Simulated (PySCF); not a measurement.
# Electronic absorption of C4H12GeO

Compound: C₄H₁₂GeO.
InChI=1S/C4H12GeO/c1-4(2,3)6-5/h1-3,5H3

Method: TDDFT wB97X-D/def2-SVPD, vertical, gas phase, core orbitals frozen in the response (PySCF). Geometry: PBE0-D3(BJ)/def2-SVP; no solvent, vibrations or thermal averaging. Relativistic effects, spin–orbit coupling among them, are left out although an element past zinc is present. Torsions of this conformer, `[CH3:1][C:2]([CH3:3])([CH3:4])[O:5][GeH3:6]`: C1–C2–O5–Ge6 -58°.

```csv
state,E (eV),E (kJ/mol),λ (nm),f,|μ| (D),"main configurations (H = HOMO, L = LUMO)"
S1,6.90,666,179.7,0.0092,0.59,"H→L+1 (60%), H→L (27%)"
S2,7.47,721,166.0,0.0094,0.58,"H→L (63%), H→L+1 (30%)"
S3,7.61,734,163.0,0.070,1.56,"H-1→L+1 (64%), H-1→L (20%)"
S4,8.04,776,154.1,0.0045,0.38,"H→L+2 (50%), H→L+3 (42%)"
S5,8.09,780,153.3,0.012,0.63,"H-1→L (63%), H-1→L+1 (26%)"
S6,8.52,822,145.6,0.0085,0.51,H→L+4 (69%)
S7,8.60,830,144.2,0.049,1.22,"H→L+3 (37%), H→L+2 (28%), H-2→L+1 (16%)"
S8,8.78,847,141.2,0.025,0.87,"H-1→L+2 (50%), H-1→L+3 (29%), H→L+4 (8%)"
S9,8.85,854,140.1,0.080,1.54,"H-3→L+1 (32%), H-3→L (12%), H-1→L+3 (10%)"
S10,8.91,860,139.1,0.035,1.02,"H-2→L (22%), H-2→L+1 (9%), H→L+2 (9%)"
```

Triplets (Tamm–Dancoff): T1 6.55 eV, H→L+1 (46%), H→L (36%); T2 7.15 eV, H-1→L+1 (46%), H-1→L (34%); T3 7.31 eV, H→L (46%), H→L+1 (39%); T4 7.82 eV, H-1→L (37%), H-1→L+1 (34%).

The lowest singlet comes at 180 nm (666 kJ/mol) in the vacuum ultraviolet; it is weak; its leading configuration is HOMO→LUMO+1 (60%). The strongest level in the table is S9 at 8.85 eV (140 nm, f = 0.080). Löwdin shares by element: HOMO oxygen 54%, carbon 17% or more, germanium 9% (atoms not listed hold the other 21%); LUMO germanium 52%, hydrogen 34% or more. Weighted by f, the mean energy of these states is 8.37 eV. The oscillator strengths of these states sum to 0.302; summed over the whole spectrum of an exact calculation they would give the number of electrons, 76 (Thomas–Reiche–Kuhn). Orbital energies (eV): HOMO-3 -11.52, HOMO-2 -11.49, HOMO-1 -10.05, HOMO -9.54, LUMO 1.79, LUMO+1 1.96, LUMO+2 2.87. No computed singlet lies in the visible range (380 to 750 nm); the lowest, at 180 nm, stands 3.63 eV above its violet end (3.26 eV). All these states lie below the vertical ionisation energy of 9.64 eV (ΔSCF). The window holds the lowest 10 singlets.

Hardware: one thread of an Arm Neoverse V1, shared host. Cost: 2.8 min wall, 1.3 GiB resident at most.

Without π bonds the low states are Rydberg-like; a valence basis with one diffuse set may place them up to an eV too high.
